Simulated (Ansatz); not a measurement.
Reaction (ligand exchange at a Ga–C bond): `CN[C](O)(F)[GaH2]` + `BN` → `B[NH][GaH2]` + `CNC(O)F`

Isolated molecules relaxed with PBE0-D4/def2-TZVP in Ansatz; ΔE leaves out vibrations. CCSD(T)/CBS adds triple-zeta CCSD(T) − MP2 to the extrapolated MP2 energy (def2 sets, frozen cores). This one scheme is used for every species. Functionals use def2-TZVPP. B3LYP here is the variant with VWN-RPA as its local correlation; programs differ in this. For Ga outer-core shells are correlated without core-valence functions, which leaves a few kJ/mol of doubt a bond. Scalar relativity is left out up to krypton. One conformer a species, not always the lowest.

```tsv
level	ΔE (kJ/mol)	difference from CCSD(T)/CBS
PBE-D4	-66.5	14.9
r2SCAN-D4	-77.8	3.6
PBE0-D4	-75.1	6.3
ωB97X-V	-79.3	2.1
ωB97M-V	-76.3	5.1
B2PLYP	-83.8	-2.4
r2SCAN	-78.8	2.6
PBE0	-78.3	3.1
B3LYP	-79.4	2.0
HF/def2-TZVPP	-102.0	-20.6
MP2/def2-TZVPP	-88.6	-7.2
SCS-MP2/def2-TZVPP	-90.6	-9.2
CCSD(T)/def2-TZVPP	-85.3	-3.9
MP2/def2-QZVPP	-86.7	-5.3
SCS-MP2/def2-QZVPP	-88.9	-7.5
MP2/CBS(def2)	-84.7	-3.3
CCSD(T)/CBS	-81.4	0
```

Largest T1 diagnostic among the species: 0.013.

In def2-TZVPP, CCSD(T) changes the Hartree–Fock value by +16.7 kJ/mol (the triples alone add +2.3 kJ/mol) and MP2 by +13.4 kJ/mol. The D4 term adds +5.6 kJ/mol with B3LYP and +3.2 kJ/mol with PBE0; it sums over pairs of atoms, weighted by their polarisabilities, and B3LYP, whose exchange is more repulsive, gets the larger term. From PBE to PBE0 (25 % exact exchange), in def2-TZVPP and without D4, ΔE moves by −8.3 kJ/mol.
